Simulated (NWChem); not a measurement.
Molecule: C$_{4}$H$_{9}$Al; SMILES C=[CH][Al]([CH3])[CH3]

```xyz
14

Al    -0.0241     0.4402     0.0005
C     -1.0948     2.0831    -0.0009
H     -2.1811     1.9005     0.0033
H     -0.8658     2.7044    -0.8847
H     -0.8596     2.7103     0.8772
C      1.9390     0.4995     0.0003
H      2.3582    -0.0200     0.8797
H      2.3358     1.5272     0.0052
H      2.3575    -0.0108    -0.8848
C     -0.8781    -1.3212     0.0015
C     -0.1619    -2.4584    -0.0013
H     -1.9720    -1.4425     0.0038
H     -0.6214    -3.4563    -0.0014
H      0.9362    -2.4532    -0.0036
```
Atoms are numbered in this order, from 1.

Computed with NWChem. All runs use the structure optimised with PBE0/def2-SVP. Level B3LYP/def2-SVP: single points from the atomic guess with DIIS by default; each run changes one setting, and all converged runs end within 0.3 mHa of each other. cgmin counts macro-iterations, each dearer than a DIIS step.

Which setting needs the most SCF iterations, or fails (defaults; quadratically convergent solver (cgmin); no level shifting; core-Hamiltonian guess; DIIS on 3 Fock matrices)?

core-Hamiltonian guess, with 13 against 8 for the defaults.
```tsv
setting	SCF iterations
defaults	8
DIIS on 3 Fock matrices	8
no level shifting	8
core-Hamiltonian guess	13
quadratically convergent solver (cgmin)	4
```
